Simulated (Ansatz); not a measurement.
```xyz
7

C    -0.7268    0.6552   -0.3373
Ga    1.2384    0.3175   -0.0953
O     1.7347   -1.2470    0.6569
H    -1.1299   -0.1339   -0.9769
H    -0.9158    1.6277   -0.7882
H    -1.2034    0.6030    0.6447
H     1.0028   -1.8224    0.8960
```

The species carries charge 0 and has multiplicity 2.

Problem. List the CAM-B3LYP/def2-TZVPP orbital energies in eV (Ansatz). (An estimate is asked.)

Solution. The calculation gave: α occupied: -10139.38, -1250.98, -1108.26, -1108.21, -1108.16, -521.75, -278.75, -151.35, -104.80, -104.64, -104.52, -28.41, -24.62, -24.53, -24.46, -24.41, -24.23, -21.06, -14.93, -13.07, -13.06, -12.31, -10.11, -10.04, -6.91. α empty: 0.01, 1.54, 2.03, 3.46, 3.86, 4.24, 4.30, 5.94. β occupied: -10139.35, -1250.96, -1108.25, -1108.17, -1108.14, -521.71, -278.62, -151.29, -104.76, -104.55, -104.50, -28.32, -24.51, -24.44, -24.43, -24.31, -24.16, -20.79, -14.60, -12.97, -12.97, -11.90, -10.08, -9.59. β empty: -1.64, 0.37, 1.65, 2.18, 3.55, 3.90, 4.36, 4.45. ⟨S²⟩ = 0.754.
